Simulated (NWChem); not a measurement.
System: SiNH5O2; SMILES N[SiH](O)O

```xyz
9

Si    -0.0452     0.0103     0.3302
N     -0.2429    -1.5758    -0.2847
O     -1.1661     1.0754    -0.2692
O      1.4066     0.6823    -0.1295
H     -0.1540    -0.1263     1.8089
H     -0.7132    -2.2719     0.2816
H     -0.3955    -1.7407    -1.2737
H     -0.8243     1.9551    -0.4560
H      2.1777     0.1178    -0.0269
```
Atoms are numbered in this order, from 1.

Coordinates come from a PBE0/def2-SVP optimisation.

Give the principal values of the shielding tensors (ppm) of Si1, N2, O3, O4 from Hartree-Fock/6-31G* (spherical d), GIAO (NWChem), with their diamagnetic and paramagnetic parts as GIAO splits them.


```json
[
 {"atom": "Si1", "σ11": "465.2", "σ22": "496.7", "σ33": "497.8", "isotropic": "486.6", "diamagnetic": "878.3", "paramagnetic": "-391.7"},
 {"atom": "N2", "σ11": "226.4", "σ22": "232.1", "σ33": "276.5", "isotropic": "245.0", "diamagnetic": "325.1", "paramagnetic": "-80.1"},
 {"atom": "O3", "σ11": "270.6", "σ22": "302.3", "σ33": "335.1", "isotropic": "302.7", "diamagnetic": "394.8", "paramagnetic": "-92.2"},
 {"atom": "O4", "σ11": "266.5", "σ22": "293.9", "σ33": "331.4", "isotropic": "297.3", "diamagnetic": "395.1", "paramagnetic": "-97.8"}
]
```
